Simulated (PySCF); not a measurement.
CH3Cl2NSi2, SMILES Cl[Si]1(Cl)N=C[SiH2]1. Heavy atoms are numbered as in [Cl:1][Si:2]1([Cl:3])[N:4]=[CH:5][SiH2:6]1. Hydrogens are named by the atom that carries them.

Geometry: B3LYP-D3(BJ)/def2-SVP. This is a generated structure with no PubChem entry under its InChIKey; it may be hypothetical.

The numbers are results of B3LYP/pcSseg-1 in PySCF, not measurements.

GIAO shieldings, no solvent; atoms alike by connectivity are averaged. δ = σ(ref) − σ: ³⁵Cl against HCl (σ = 933.3 ppm); ²⁹Si against TMS (σ = 338.7 ppm); ¹⁵N against NH3 (σ = 265.5 ppm); ¹³C against TMS (σ = 181.3 ppm); ¹H against TMS (σ = 31.68 ppm), references at their B3LYP-D3(BJ)/def2-TZVP geometries, non-relativistic (without spin–orbit terms, shifts of atoms bonded to Cl or Br come out too high).

```
atoms       nucleus  count  δ (ppm)
----------  -------  -----  -------
Cl1            ³⁵Cl      2    139.0
Si2            ²⁹Si      1        ?
Si6 (SiH2)     ²⁹Si      1      4.6
N4              ¹⁵N      1    585.7
C5 (CH)         ¹³C      1    219.6
H on C5          ¹H      1        ?
H on Si6         ¹H      2        ?
```

Problem. What belongs in the gaps? (An estimate is asked for; the answer gives what the named calculation found.)

Solution. 
- Si2, δ (ppm): 34.2
- H on C5, δ (ppm): 10.64
- H on Si6, δ (ppm): 5.73
